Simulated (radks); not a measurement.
Values are calculated unless marked as measured or tabulated.
Coulomb parameter of the 4d shell of neutral ruthenium in the model configuration [Kr] 4d6.5 5s1.5, as a second difference U = [E(n + 0.5) + E(n - 0.5) - 2 E(n)] / (0.5)^2 with all orbitals relaxed. "Bare": the charge of the atom changes with n. "Screened": the 5s shell takes up the change at fixed total charge, which measures U(4d,4d) + U(5s,5s) - 2 U(4d,5s). Level of theory: scalar-relativistic Kohn-Sham, BLYP, spin-unpolarised, spherical densities, finite nucleus; Fermi nuclear charge, rms radius 4.4809 fm (a radial shooting solver on a logarithmic mesh with Libxc functionals).

case              configuration  E - E(n) (eV)
start          [Kr] 4d6.5 5s1.5          0.000
bare +0.5        [Kr] 4d7 5s1.5         -2.012
bare -0.5        [Kr] 4d6 5s1.5          4.346
screened +0.5      [Kr] 4d7 5s1         -0.603
screened -0.5      [Kr] 4d6 5s2          0.987

U(bare) = 9.337 eV, U(screened by 5s) = 1.535 eV, against the Slater integral F0(4d,4d) = 15.078 eV with frozen orbitals. The step up makes a negative ion, whose loosely bound charge lowers the bare value.
